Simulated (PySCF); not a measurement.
**Potential energy of GaH⁺ along the bond**

Set-up: PySCF, scalar-relativistic core potentials, basis sets Ga cc-pVDZ-PP with ECP10, H cc-pVDZ. Energies in eV from Ga⁺ + H in their ground configurations at the same level. All curves are PBE0. state 1: ²Σ⁺ (doublet), unpaired electrons σ ↑; state 2: ⁴Π (quartet), unpaired electrons σ ↑↑, π ↑, a second solution, started from another occupation.

```tsv
R (Å)	state 1	state 2
1.459	-0.1650	7.4894
1.526	-0.3031	7.1024
1.594	-0.3766	6.7927
1.645	-0.4013	6.6019
1.696	-0.4075	6.4410
1.747	-0.4006	6.3059
1.815	-0.3785	6.1595
1.899	-0.3410	6.0206
2.001	-0.2941	5.9044
2.137	-0.2412	5.8111
```

Task: Put a parabola through the three lowest points of the state 1 curve and estimate Re, k and ωe (reduced mass 0.9933 u; 1 eV/Å² = 0.16022 mdyn/Å; ωe = 1302.8·√(k/μ) cm⁻¹).

Result: Through R = 1.645, 1.696, 1.747 Å the second-order coefficient is 2.52 eV/Å², so Re ≈ 1.695 Å, k ≈ 0.807 mdyn/Å and ωe ≈ 1174 cm⁻¹. A polynomial fit of higher order to the unrounded PBE0 energies gives Re = 1.691 Å, k = 0.831 mdyn/Å, ωe = 1192 cm⁻¹; anharmonicity and rounding make the difference.

The higher-order fit for each curve: state 1: Re = 1.691 Å, ωe = 1192 cm⁻¹, De = 0.408 eV; state 2: Re = 2.441 Å, ωe = 487 cm⁻¹, minimum 5.75 eV above the ground-state fragments.

Spin–orbit coupling is left out. For an ion De counts to the pair picked by the measured ionisation energies or electron affinities, which need not be the lowest pair at this level. Counting both spins, an empty level lies below a filled one in some of these solutions, because spin and occupation are held. The state is the lowest determinant that a PBE0 search found; another state may lie lower at other levels.
